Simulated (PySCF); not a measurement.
ClGeH3Se, SMILES Cl[Se][GeH3].

The structure is a stationary point at B3LYP-D3(BJ)/def2-SVP. This is a generated structure with no PubChem entry under its InChIKey; it may be hypothetical.

All values below come from HF/def2-TZVPD (PySCF).

The molecule is in vacuum.

Estimate the frontier levels, gap, dipole moment and polarisability. (An estimate is asked for; the answer gives what the named calculation found.)


* **highest occupied level**: -9.67 eV
* **lowest empty level**: 0.71 eV
* **orbital gap**: 10.38 eV
* **dipole moment**: 2.53 D
* **quadrupole, principal values (traceless, Buckingham form, about the centre of nuclear charge)**: -2.24, -0.34, 2.58 D·Å
* **mean static polarisability**: 74.1 bohr³ (10.98 Å³)
* **polarisability, principal values**: 58.9, 73.2, 90.2 bohr³
